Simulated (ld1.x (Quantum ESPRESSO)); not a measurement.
# An all-electron radial function and its pseudo partner (As)

Columns: radius, all-electron u(r) and pseudo u(r) of the 4p shell (level -5.84 eV) of arsenic in the configuration [Ar] 3d10 4s1 4p4; PBE, scalar-relativistic, PAW scheme, ld1.x (Quantum ESPRESSO) 7.5.

```
r (bohr)  all-electron  pseudo
   0.100        0.1750  0.0050
   0.200        0.0365  0.0200
   0.300       -0.1717  0.0442
   0.400       -0.2792  0.0770
   0.500       -0.2775  0.1171
   0.600       -0.2037  0.1633
   0.700       -0.0933  0.2140
   0.800        0.0294  0.2677
   0.900        0.1499  0.3229
   1.000        0.2606  0.3781
   1.100        0.3578  0.4319
   1.200        0.4405  0.4829
   1.300        0.5087  0.5302
   1.400        0.5636  0.5725
   1.500        0.6063  0.6088
   1.600        0.6381  0.6384
   1.700        0.6603  0.6603
   1.800        0.6740  0.6740
   1.900        0.6806  0.6806
   2.000        0.6809  0.6809
   2.100        0.6762  0.6762
   2.200        0.6671  0.6671
   2.300        0.6545  0.6545
   2.400        0.6392  0.6392
   2.500        0.6217  0.6217
   2.600        0.6025  0.6025
```

(1) How many radial nodes do the two functions have?

(2) At about which radius was the pseudo-wave matched?

(3) Where does each function peak?

(4) Is the pseudo-wave norm-conserving?

Results:

(1) The all-electron 4p function has n − l − 1 = 2; the pseudo-wave has 0, since the states of the same l below it are removed with the core.

(2) 1.70 bohr, where the columns begin to agree (steps of 0.10 bohr).

(3) Outermost all-electron maximum near 2.00 bohr, pseudo maximum near 2.00 bohr (to the table’s step).

(4) No, it belongs to a PAW set: the norm inside the radius is not constrained, and the difference is carried by the augmentation charge.
